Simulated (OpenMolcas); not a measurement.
An atom or ion with 22 electrons was computed by SS-CASPT2, IPEA 0.25 Eh, imaginary shift 0.1 Eh with spin-orbit coupling (OpenMolcas, ANO-RCC-VTZP, DKH2). The lowest levels that the run gave, each within 12 % of the measured value where one is at hand:

| J | Parity | E (cm-1) | g |
| --- | --- | --- | --- |
| 0 | even | 0.0 |  |
| 1 | even | 221 | 1.501 |
| 2 | even | 644 | 1.501 |
| 3 | even | 1241 | 1.501 |
| 4 | even | 1984 | 1.501 |
| 0 | even | 28460 |  |
| 4 | even | 29600 | 0.809 |
| 1 | even | 29780 | 1.499 |
| 5 | even | 30100 | 1.037 |
| 6 | even | 30630 | 1.166 |
| 2 | even | 31960 | 1.489 |
| 2 | even | 32000 | 0.677 |

Which ion is it, and what are the configurations and terms?

Co VI (Z = 27, charge +5; active space 4 electrons in 5 orbitals (3d)). J, parity and g give the terms where levels are pure, and mixed ones are named by the computed weights; the size of the splittings, set against known spectra of the 22-electron sequence, gives the charge. In order, with the measured energies in cm-1 (Sugar and Corliss, J. Phys. Chem. Ref. Data 10, 1097 (1981)): 3d4 5D0, 3d4 5D1 (204), 3d4 5D2 (589), 3d4 5D3 (1125), 3d4 5D4 (1782), 3d4 3P0(1) (27166), 3d4 3H4 (28377), 3d4 3P1(1) (28462), 3d4 3H5 (28806), 3d4 3H6 (29234), 3d4 3P2(1) (30506), 3d4 3F2(1) (30555).

Term energies are means over components that CASPT2 splits; among the terms shown or strongly mixed into the levels shown the widest spread is 130 cm-1 (3d4 3F(1)). Computed and measured levels are paired by configuration, term and J; levels that our copy of the source lacks, or whose pairing is in doubt (as where it misses far off the trend of its configuration), stay unpaired and out of the deviations. Levels of configurations outside the active space are missing.

A number in round brackets counts repeated terms of one configuration in the order of the reference energies.
